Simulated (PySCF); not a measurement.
# Electron correlation in Xe⁺ (xenon, charge +1)

[Kr] 4d10 5s2 5p4 6s1, high-spin 4P determinant (an excited configuration). All numbers are calculated (PySCF 2.14, the spin-free X2C one-electron Hamiltonian (Gaussian nucleus), in x2c-TZVPPall with one added diffuse shell each of s, p, d, f type (9s7p5d3f, 76 functions)). Frozen: [Ar] 3d10; 25 electrons correlated.

| level | correlation energy (mhartree) |
| --- | --- |
| CCSD | -575.21 |
| (T) | -9.71 |
| CCSD(T) | -584.92 |

Diagnostics: T1 = 0.010, D1 = 0.0637, largest double amplitude 0.044.

**Question.** Is a single reference adequate?

**Answer.** Yes, within this model without spin-orbit coupling: T1 lies below 0.03 and no double amplitude reaches 0.07.

This basis was not built for core-valence correlation, so the inner-shell part is incomplete.
